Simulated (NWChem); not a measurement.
Molecule: C$_{4}$H$_{9}$O, doublet; SMILES CC(C)(C)[O]

All runs: NWChem. Spin-unrestricted. In the optimisation the excess spin sits in a' (Cs, its own frame). The radical's symmetric form is orbitally degenerate, so geometry and low modes hang on which distorted state is reached. Coordinates come from a PBE0/def2-SVP, spin-unrestricted optimisation. No stability test was run on the SCF state.

### Question
What does the run give for UHF/def2-SVP? Quantities: highest occupied level (eV); lowest empty minus highest occupied level, either spin (eV); dipole (D); <S²>.

### Answer
| Item | Value |
|---|---|
| highest occupied level (eV) | -11.55 |
| lowest empty minus highest occupied level, either spin (eV) | 14.85 |
| dipole (D) | 1.93 |
| <S²> | 0.758 |
